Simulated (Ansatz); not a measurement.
Reaction (formal exchange of groups at a Ge–C bond): `F[SiH2]C#[C][GeH3]` + `[SiH3][SiH2][SiH3]` → `[SiH3][SiH2][SiH2][GeH3]` + `C#C[SiH2]F`

Program: Ansatz. Geometries: PBE0-D4/def2-TZVP. ΔE: electronic, gas phase. CCSD(T)/CBS adds triple-zeta CCSD(T) − MP2 to the extrapolated MP2 energy (def2 sets, frozen cores). This one scheme is used for every species. DFT in def2-TZVPP. For Ge outer-core shells are correlated without core-valence functions, which leaves a few kJ/mol of doubt a bond. Scalar relativity is left out up to krypton. Each species was taken in one conformer, which may not be the lowest.

```
                   species  PBE energy (Eh)
      `F[SiH2]C#[C][GeH3]`      -2544.96968
      `[SiH3][SiH2][SiH3]`       -872.82743
`[SiH3][SiH2][SiH2][GeH3]`      -2950.72180
              `C#C[SiH2]F`       -467.07995
```

Q: Work out ΔE.

A: ΔE = (-2950.72180) + (-467.07995) − (-2544.96968) − (-872.82743) = -0.00464 Eh = -12.2 kJ/mol. CCSD(T)/CBS gives -7.0 kJ/mol.

Largest T1 diagnostic among the species: 0.013.

At CCSD(T), def2-SVP lies +6.3 kJ/mol from the extrapolated value and def2-TZVPP +5.4 kJ/mol. From BLYP to BHLYP (50 % exact exchange), in def2-TZVPP and without D4, ΔE moves by +3.7 kJ/mol.
